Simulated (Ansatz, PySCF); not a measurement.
Dissociation curve of NaBr, singlet.

- RCCSDTQ = CCSDTQ on RHF/cc-pVDZ, cores with 3d frozen in Ansatz (a first-principles code)
- UHF/cc-pVDZ (Ansatz)
- UCCSD = CCSD on UHF/cc-pVDZ, cores with 3d frozen in Ansatz
- UCCSDT = CCSDT on UHF/cc-pVDZ, cores with 3d frozen (Ansatz)
- UKS-B3LYP/6-31G* = unrestricted B3LYP/6-31G*, spherical d (PySCF 2.14.0)

Energies are in eV, each relative to the lowest point of its own curve near equilibrium.

| R / Å | RCCSDTQ | UHF | UCCSD | UCCSDT | UKS-B3LYP/6-31G* |
|---|---|---|---|---|---|
| 2.02 | 1.589 | 1.571 | 1.586 | 1.588 | 1.348 |
| 2.13 | 0.849 | 0.833 | 0.846 | 0.849 | 0.696 |
| 2.25 | 0.367 | 0.354 | 0.364 | 0.366 | 0.282 |
| 2.39 | 0.087 | 0.079 | 0.085 | 0.086 | 0.054 |
| 2.47 | 0.018 | 0.014 | 0.017 | 0.018 | 0.007 |
| 2.51 | 0.002 | 0.000 | 0.002 | 0.002 | 0.000 |
| 2.59 | 0.000 | 0.001 | 0.000 | 0.000 | 0.013 |
| 2.66 | 0.024 | 0.027 | 0.024 | 0.024 | 0.048 |
| 2.77 | 0.097 | 0.105 | 0.099 | 0.097 | 0.134 |
| 2.92 | 0.246 | 0.257 | 0.249 | 0.247 | 0.293 |
| 3.05 | 0.405 | 0.416 | 0.408 | 0.405 | 0.453 |
| 3.34 | 0.799 | 0.806 | 0.803 | 0.800 | 0.831 |
| 3.73 | 1.336 | 1.325 | 1.338 | 1.337 | 1.313 |
| 4.07 | 1.765 | 1.735 | 1.765 | 1.766 | 1.676 |
| 4.59 | 2.326 | 2.267 | 2.323 | 2.326 | 2.112 |
| 5.01 | 2.693 | 2.618 | 2.690 | 2.693 | 2.343 |
| 5.50 | 3.031 | 2.742 | — | — | 2.526 |
| 6.13 | 3.331 | 2.761 | — | — | 2.678 |
| 6.89 | 3.794 | 2.766 | — | — | 2.793 |
| 7.50 | 3.983 | 2.767 | — | — | 2.853 |

At the longest distance, 7.50 Å, RCCSDTQ lies highest above its minimum (3.983 eV) and UHF lowest (2.767 eV).

A dash means that the run gave no value there, or that the column was ended at a point which the program doubted or which failed a test of continuity chosen for this set; such a test can also cut sound points.

The T1 diagnostic of CCSD on the restricted reference of RCCSDTQ exceeds 0.045 at 5.50 to 7.50 Å. The unrestricted determinant behind UHF, UCCSD, UCCSDT is spin-contaminated at 5.50 to 7.50 Å (<S²> up to 1.0, against 0.00 for a pure singlet). The unrestricted determinant behind UKS-B3LYP/6-31G* is spin-contaminated at 4.59 to 7.50 Å (<S²> up to 0.5, against 0.00 for a pure singlet).
